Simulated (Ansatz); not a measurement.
`O=C[SiH2][SiH](O)Cl`, 11 atoms. Charge 0, multiplicity 1. All runs use 4 threads of an Arm Neoverse V2 on a shared host. Correlated methods freeze the cores.

Give the basis size and wall time and peak host memory of each of these runs in Ansatz. RKS ωB97M-V/def2-TZVPP energy and forces; RKS ωB97M-V/def2-SVP energy; RKS HSE06 (plane-wave form)-D4/def2-TZVPP energy; RKS ωB97M-V/def2-QZVPP energy; RKS PBE0-D4/def2-TZVP relaxation (18 steps); RKS PBE0-D4/def2-TZVP frequencies; RHF-CCSD(T)/def2-TZVPP energy; RHF-MP2/def2-QZVPP energy; RKS B3LYP-D4/def2-TZVPP energy and forces; RKS PBE0-D4/def2-SVP energy; RKS PBE0-D4/def2-QZVPP energy; RKS r2SCAN-D4/def2-TZVPP energy and forces. (Estimate.)

The calculation gave: Other jobs shared the machine, so times are rough.

| level | job | functions | wall time | peak host memory (GiB) |
| --- | --- | --- | --- | --- |
| RKS PBE0-D4/def2-SVP | energy | 121 | 1.4 s | 0.27 |
| RKS HSE06 (plane-wave form)-D4/def2-TZVPP | energy | 289 | 4.5 s | 1 |
| RKS r2SCAN-D4/def2-TZVPP | energy and forces | 289 | 6 s | 0.48 |
| RKS ωB97M-V/def2-SVP | energy | 121 | 6 s | 0.41 |
| RKS B3LYP-D4/def2-TZVPP | energy and forces | 289 | 7 s | 1 |
| RKS PBE0-D4/def2-QZVPP | energy | 531 | 13 s | 2.5 |
| RKS ωB97M-V/def2-TZVPP | energy and forces | 289 | 16 s | 1.3 |
| RHF-MP2/def2-QZVPP | energy | 531 | 28 s | 3.6 |
| RKS ωB97M-V/def2-QZVPP | energy | 531 | 29 s | 2.9 |
| RKS PBE0-D4/def2-TZVP | relaxation (18 steps) | 234 | 80 s | 0.73 |
| RKS PBE0-D4/def2-TZVP | frequencies | 234 | 3.5 min | 0.73 |
| RHF-CCSD(T)/def2-TZVPP | energy | 289 | 5.4 min | 8.6 |

B3LYP here is the variant with VWN-RPA as its local correlation; programs differ in this.
